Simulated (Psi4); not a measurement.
Psi4 input (wB97X-D/6-311+G**):

```
memory 1500 MB

molecule {
-1 1
C     1.18568500   -0.00032900   -0.46617800
C     0.18032100   -0.08185900    0.39341800
O    -1.18095600    0.08485800   -0.01543700
H     2.14850600   -0.15859600    0.05200700
H     0.15785100   -0.27079200    1.47459100
H    -1.05474300    0.24365800   -0.96653900
symmetry c1
no_reorient
no_com
}

set {
  basis 6-311+G**
  reference rks
  scf_type pk
  dft_radial_points 99
  dft_spherical_points 590
  e_convergence 1e-8
  d_convergence 1e-7
  maxiter 150
}

e = energy('wb97x-d')
print_out(f'\nFINAL {e:.10f} DIPOLE {variable("CURRENT DIPOLE")[0]:.6f} {variable("CURRENT DIPOLE")[1]:.6f} {variable("CURRENT DIPOLE")[2]:.6f}\n')
```

Output:

```
   => Loading Basis Set <=

    Name: 6-311+G**
    Role: ORBITAL
    Keyword: BASIS
    atoms 1-2 entry C          line   129 file 6-311pgss.gbs
    atoms 3   entry O          line   171 file 6-311pgss.gbs
    atoms 4-6 entry H          line    42 file 6-311pgss.gbs

   => WB97X-D: Empirical Dispersion <=

    Chai and Head-Gordon Dispersion Correction
    Chai, J.-D.; Head-Gordon, M. (2010), J. Chem. Phys., 132: 6615-6620

        s6 =       1.000000

         ---------------------------------------------------------
                                   SCF
               by Justin Turney, Rob Parrish, Andy Simmonett
                          and Daniel G. A. Smith
                              RKS Reference
         ---------------------------------------------------------

  ==> Geometry <==

    Molecular point group: c1
    Full point group: C1

    Geometry (in Angstrom), charge = -1, multiplicity = 1:

       Center              X                  Y                   Z               Mass
    ------------   -----------------  -----------------  -----------------  -----------------
         C            1.185685000000    -0.000329000000    -0.466178000000    12.000000000000
         C            0.180321000000    -0.081859000000     0.393418000000    12.000000000000
         O           -1.180956000000     0.084858000000    -0.015437000000    15.994914619570
         H            2.148506000000    -0.158596000000     0.052007000000     1.007825032230
         H            0.157851000000    -0.270792000000     1.474591000000     1.007825032230
         H           -1.054743000000     0.243658000000    -0.966539000000     1.007825032230

  Running in c1 symmetry.

  Rotational constants: A =      2.27821  B =      0.36706  C =      0.31613 [cm^-1]
  Rotational constants: A =  68298.95708  B =  11004.17112  C =   9477.22276 [MHz]
  Nuclear repulsion =   62.791947076177060

  Charge       = -1
  Multiplicity = 1
  Electrons    = 24
  Nalpha       = 12
  Nbeta        = 12

  ==> Algorithm <==

  SCF Algorithm Type is PK.
  DIIS enabled.
  MOM disabled.
  Fractional occupation disabled.
  Guess Type is SAD.
  Energy threshold   = 1.00e-08
  Density threshold  = 1.00e-07
  Integral threshold = 1.00e-12

  ==> Primary Basis <==

  Basis Set: 6-311+G**
    Blend: 6-311+G**
    Number of shells: 42
    Number of basis functions: 84
    Number of Cartesian functions: 87
    Spherical Harmonics?: true
    Max angular momentum: 2

  ==> DFT Potential <==

   => LibXC <=

    Version 7.1.2
    S. Lehtola, C. Steigemann, M. J. T. Oliveira, and M. A. L. Marques,  SoftwareX 7, 1–5 (2018) (10.1016/j.softx.2017.11.002)

   => Composite Functional: WB97X-D <=

    wB97X-D Hyb-GGA Exchange-Correlation Functional

    J.-D. Chai and M. Head-Gordon,  Phys. Chem. Chem. Phys. 10, 6615–6620 (2008) (10.1039/B810189B)

    Deriv               =              1
    GGA                 =           TRUE
    Meta                =          FALSE

    Exchange Hybrid     =           TRUE
    MP2 Hybrid          =          FALSE

   => Exchange-Correlation Functionals <=

    1.0000   wB97X-D range-separated functional

   => Exact (HF) Exchange <=

    0.7780            HF,LR [omega = 0.2000]
    0.2220               HF

   => LibXC Density Thresholds  <==

    XC_HYB_GGA_XC_WB97X_D:  1.00E-14

   => Molecular Quadrature <=

    Radial Scheme          =       TREUTLER
    Pruning Scheme         =           NONE
    Nuclear Scheme         =       TREUTLER

    Blocking Scheme        =         OCTREE
    BS radius alpha        =              1
    Pruning alpha          =              1
    Radial Points          =             99
    Spherical Points       =            590
    Total Points           =         338726
    Total Blocks           =           2500
    Max Points             =            256
    Max Functions          =             84
    Weights Tolerance      =       1.00E-15

  ==> Integral Setup <==

  Using in-core PK algorithm.
   Calculation information:
      Number of atoms:                   6
      Number of AO shells:              42
      Number of primitives:             75
      Number of atomic orbitals:        87
      Number of basis functions:        84

      Integral cutoff                 1.00e-12
      Number of threads:                 1

  Performing in-core PK
  Using 19122705 doubles for integral storage.
  We computed 398386 shell quartets total.
  Whereas there are 408156 unique shell quartets.

  Computing range-separated integrals for PK
  We computed 398386 wK shell quartets total.
  Whereas there are 408156 wK unique shell quartets.

  ==> DiskJK: Disk-Based J/K Matrices <==

    J tasked:                  Yes
    K tasked:                  Yes
    wK tasked:                 Yes
    Omega:               2.000E-01
    Schwarz Cutoff:          1E-12


  Cached 50.0% of DFT collocation blocks in 0.355 [GiB].

  Minimum eigenvalue in the overlap matrix is 1.1148677814E-04.
  Reciprocal condition number of the overlap matrix is 1.4970892393E-05.
    Using symmetric orthogonalization.

  ==> Pre-Iterations <==

  SCF Guess: Superposition of Atomic Densities via on-the-fly atomic UHF (no occupation information).

   -------------------------
    Irrep   Nso     Nmo
   -------------------------
     A         84      84
   -------------------------
    Total      84      84
   -------------------------

  ==> Iterations <==

                        Total Energy        Delta E     RMS |[F,P]|

   @RKS iter SAD:  -152.30786821465776   -1.52308e+02   0.00000e+00
   @RKS iter   1:  -152.82721638329579   -5.19348e-01   9.46254e-03 ADIIS/DIIS
   @RKS iter   2:  -152.82858288313153   -1.36650e-03   9.59787e-03 ADIIS/DIIS
   @RKS iter   3:  -153.15859226788649   -3.30009e-01   5.92954e-04 ADIIS/DIIS
   @RKS iter   4:  -153.15999366606619   -1.40140e-03   3.28451e-04 ADIIS/DIIS
   @RKS iter   5:  -153.16036236508262   -3.68699e-04   1.06821e-04 ADIIS/DIIS
   @RKS iter   6:  -153.16042166059100   -5.92955e-05   4.26321e-05 DIIS
   @RKS iter   7:  -153.16043092422524   -9.26363e-06   1.90440e-05 DIIS
   @RKS iter   8:  -153.16043329496026   -2.37074e-06   4.58069e-06 DIIS
   @RKS iter   9:  -153.16043360921097   -3.14251e-07   9.16648e-07 DIIS
   @RKS iter  10:  -153.16043362323543   -1.40245e-08   2.23565e-07 DIIS
   @RKS iter  11:  -153.16043362416374   -9.28310e-10   6.20576e-08 DIIS
  Energy and wave function converged.

  ==> Post-Iterations <==

   Electrons on quadrature grid:
      Ntotal   =   23.9999997874 ; deviation = -2.126e-07

    Orbital Energies [Eh]
    ---------------------

    Doubly Occupied:

       1A    -19.053013     2A    -10.105811     3A    -10.017829
       4A     -0.922556     5A     -0.601091     6A     -0.459296
       7A     -0.336533     8A     -0.305804     9A     -0.249065
      10A     -0.229886    11A     -0.085466    12A     -0.060761

    Virtual:

      13A      0.214702    14A      0.241071    15A      0.247320
      16A      0.269521    17A      0.271887    18A      0.279299
      19A      0.300109    20A      0.359620    21A      0.373125
      22A      0.373682    23A      0.423023    24A      0.432320
      25A      0.447741    26A      0.461590    27A      0.487693
      28A      0.528208    29A      0.567768    30A      0.661854
      31A      0.757770    32A      0.762271    33A      0.788290
      34A      0.823673    35A      0.871448    36A      0.902460
      37A      0.934778    38A      0.949267    39A      1.017387
      40A      1.060789    41A      1.196464    42A      1.283962
      43A      1.319478    44A      1.366191    45A      1.390056
      46A      1.497276    47A      1.580091    48A      1.638905
      49A      1.668074    50A      1.699229    51A      1.816673
      52A      1.880928    53A      1.919358    54A      1.984353
      55A      2.045168    56A      2.114235    57A      2.217026
      58A      2.300143    59A      2.341810    60A      2.420652
      61A      2.430463    62A      2.575101    63A      2.764742
      64A      2.828961    65A      2.902253    66A      2.912280
      67A      2.991887    68A      3.081888    69A      3.212939
      70A      3.237002    71A      3.407241    72A      3.416386
      73A      3.479620    74A      3.688089    75A      3.855645
      76A      4.056648    77A      4.203785    78A      4.332437
      79A      5.286718    80A      5.719666    81A      5.859524
      82A     23.951863    83A     24.624207    84A     50.217629

    Final Occupation by Irrep:
              A
    DOCC [    12 ]
    NA   [    12 ]
    NB   [    12 ]

  @RKS Final Energy:  -153.16043362416374

   => Energetics <=

    Nuclear Repulsion Energy =             62.7919470761770597
    One-Electron Energy =                -337.3935256549655719
    Two-Electron Energy =                 135.6770802199847594
    DFT Exchange-Correlation Energy =     -14.2352026046787703
    Empirical Dispersion Energy =          -0.0007326606812213
    VV10 Nonlocal Energy =                  0.0000000000000000
    Total Energy =                       -153.1604336241637441

Computation Completed

Properties will be evaluated at   0.000000,   0.000000,   0.000000 [a0]

Properties computed using the SCF density matrix

 Multipole Moments:

 ------------------------------------------------------------------------------------
     Multipole            Electronic (a.u.)      Nuclear  (a.u.)        Total (a.u.)
 ------------------------------------------------------------------------------------

 L = 1.  Multiply by 2.5417464519 to convert [e a0] to [Debye]
 Dipole X            :         -0.8698357            0.0000038           -0.8698320
 Dipole Y            :         -0.1031114            0.0000113           -0.1031001
 Dipole Z            :          0.9285087            0.0000057            0.9285144
 Magnitude           :                                                    1.2764702

 ------------------------------------------------------------------------------------

FINAL -153.1604336242 DIPOLE -0.869832 -0.103100 0.928514

*** Psi4 exiting successfully. Buy a developer a beer!
```

The dipole moment of an ion depends on the origin.

The geometry given is a B3LYP-D3(BJ)/def2-TZVP minimum.
